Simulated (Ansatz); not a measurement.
Reaction (formal exchange of groups at the Si–C bond): `C[SiH](Cl)N[SiH2]Cl` + `C=C` → `C=C[SiH](Cl)N[SiH2]Cl` + CH₄

Isolated molecules relaxed with PBE0-D4/def2-TZVP in Ansatz; ΔE leaves out vibrations. CCSD(T)/CBS is the MP2 limit (def2-TZVPP, def2-QZVPP) plus CCSD(T) − MP2 in def2-TZVPP, frozen cores. This one scheme is used for every species. DFT in def2-TZVPP. Each species was taken in one conformer, which may not be the lowest.

```json
{"level": "PBE0-D4", "ΔE (kcal/mol)": "-1.3"}
{"level": "PBE0", "ΔE (kcal/mol)": "-0.6"}
```

Q: What does CCSD(T)/CBS give? (Estimate.)

A: Ansatz gave: -1.1 kcal/mol. The listed levels differ from it by -0.2, 0.5 kcal/mol.

Largest T1 diagnostic among the species: 0.011.

The D4 term adds −1.0 kcal/mol with B3LYP and −0.6 kcal/mol with PBE0; it sums over pairs of atoms, weighted by their polarisabilities, and B3LYP, whose exchange is more repulsive, gets the larger term. In def2-TZVPP, CCSD(T) changes the Hartree–Fock value by −0.9 kcal/mol (the triples alone add −0.4 kcal/mol) and MP2 by −1.5 kcal/mol.

B3LYP here is the variant with VWN-RPA as its local correlation; programs differ in this.
